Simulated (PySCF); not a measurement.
PySCF 2.14 output of an unrestricted PBE calculation on a single atom or ion in x2c-QZVPPall with one added diffuse shell each of s, p, d, f, g type (14s9p8d5f3g, 143 functions), with the spin-free X2C one-electron Hamiltonian (Gaussian nucleus):

```
SCF conv_tol = 1e-09
number electrons alpha = 24  beta = 22
    J. P. Perdew, K. Burke, and M. Ernzerhof.,  Phys. Rev. Lett. 77, 3865 (1996)
    J. P. Perdew, K. Burke, and M. Ernzerhof.,  Phys. Rev. Lett. 78, 1396 (1997)
    J. P. Perdew, K. Burke, and M. Ernzerhof.,  Phys. Rev. Lett. 77, 3865 (1996)
    J. P. Perdew, K. Burke, and M. Ernzerhof.,  Phys. Rev. Lett. 78, 1396 (1997)
cycle= 1 E= -5592.04893453572  delta_E= -0.0264  |g|= 0.0487  |ddm|= 0.215
cycle= 2 E= -5592.0490520845  delta_E= -0.000118  |g|= 0.0286  |ddm|= 0.0237
cycle= 3 E= -5592.04912052413  delta_E= -6.84e-05  |g|= 0.00849  |ddm|= 0.0114
cycle= 4 E= -5592.04913016737  delta_E= -9.64e-06  |g|= 0.000551  |ddm|= 0.00363
cycle= 5 E= -5592.0491302191  delta_E= -5.17e-08  |g|= 3.47e-05  |ddm|= 0.000244
cycle= 6 E= -5592.04913021936  delta_E= -2.59e-10  |g|= 3.88e-06  |ddm|= 3.89e-05
converged SCF energy = -5592.04913021936  <S^2> = 2.0004657  2S+1 = 3.0003104
```

The run itself started from symmetry-adapted Hartree-Fock orbitals and held the occupation by maximum overlap, on a logarithmic radial grid, so the iterations belong to that start.

Task: Which element, charge and spin multiplicity is this?

Result: Cd(2+) (cadmium, charge +2), multiplicity 3; the state was [Kr] 4d9 5p1, one real determinant (an excited configuration).

⟨L²⟩ = 8.01 against 12 for a pure F term, so this real determinant mixes terms.
